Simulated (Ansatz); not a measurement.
Start from `[SH][Zr]([SH])([SH])[SH]` and change one atom or group to get `[F][Zr]([SH])([SH])[SH]`.

Ansatz, PBE0-D4/def2-TZVP geometries, multiplicity 1. Each molecule was computed in one conformer, which needn't be the lowest.

Elements past krypton have def2 core potentials.

| property | `[SH][Zr]([SH])([SH])[SH]` |
| --- | --- |
| HOMO energy (PBE0/def2-TZVPP) / eV | -7.89 |
| HOMO–LUMO gap (ωB97M-V/def2-TZVPP) / eV | 9.61 |
| zero-point energy (PBE0-D4/def2-TZVP) / kJ/mol | 91.1 |
| LUMO energy (PBE0/def2-TZVPP) / eV | -2.44 |
| ideal-gas entropy at 298 K and 1 bar (rigid rotor, harmonic PBE0-D4/def2-TZVP) / J/(mol·K) | 448 |
| LUMO energy (PBE/def2-TZVPP) / eV | -3.22 |

Problem. Give the same properties after the change, and the shifts. (Best estimate.)

Solution. The calculation gave: 
| property | `[F][Zr]([SH])([SH])[SH]` | shift |
| --- | --- | --- |
| HOMO energy (PBE0/def2-TZVPP) / eV | -7.86 | 0.03 |
| HOMO–LUMO gap (ωB97M-V/def2-TZVPP) / eV | 9.81 | 0.20 |
| zero-point energy (PBE0-D4/def2-TZVP) / kJ/mol | 74.5 | -16.6 |
| LUMO energy (PBE0/def2-TZVPP) / eV | -2.19 | 0.25 |
| ideal-gas entropy at 298 K and 1 bar (rigid rotor, harmonic PBE0-D4/def2-TZVP) / J/(mol·K) | 413 | -35 |
| LUMO energy (PBE/def2-TZVPP) / eV | -2.96 | 0.26 |

The zero-point energy changes by -16.6 kJ/mol with -3 modes.
